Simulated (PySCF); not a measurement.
A structure optimised at PBE-D3(BJ)/def2-SVP, used in a PySCF frequency run:

```xyz
8

Zn     0.0089     0.0977    -0.3029
S     -1.0296    -0.0955    -2.2125
C     -2.3204    -1.3315    -1.7515
H     -1.8820    -2.2973    -1.4346
H     -2.9201    -1.5091    -2.6652
H     -2.9992    -0.9546    -0.9624
Se     1.1096     0.2924     1.7049
H      0.2033     1.4069     2.0913
```

**Question.** Write its SMILES and formula.

**Answer.** C[S][Zn][SeH], CH4SSeZn

**Question.** What are its rotational constants (standard atomic weights)?

**Answer.** 11.869, 0.76860, 0.72988 GHz
